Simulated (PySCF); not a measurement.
GaFClBr, SMILES [F][Ga]([Cl])[Br]. Atoms are numbered in the order given.

```xyz
4

Ga    -0.3226     0.4925     0.0000
F     -2.0204     0.8924     0.0000
Cl     1.0651     2.1087     0.0000
Br     0.2879    -1.6899     0.0000
```

Coordinates come from a B3LYP-D3(BJ)/def2-SVP optimisation.

All values below come from PySCF with PBE0/def2-TZVPD.

Symmetry labels are those of the subgroup Cs that the program uses (full group Cs).

### Question
List the valence orbital energies around the gap with their symmetry. (Estimate from the structure and the level; the computed values follow.)

### Answer

```tsv
orbital	symmetry	energy (eV)
HOMO−7	A'	-12.06
HOMO−6	A'	-11.92
HOMO−5	A"	-11.82
HOMO−4	A'	-10.66
HOMO−3	A"	-10.09
HOMO−2	A'	-9.85
HOMO−1	A"	-9.41
HOMO	A'	-9.23
LUMO	A'	-2.38
LUMO+1	A"	-1.51
LUMO+2	A'	0.37
LUMO+3	A'	0.57
```
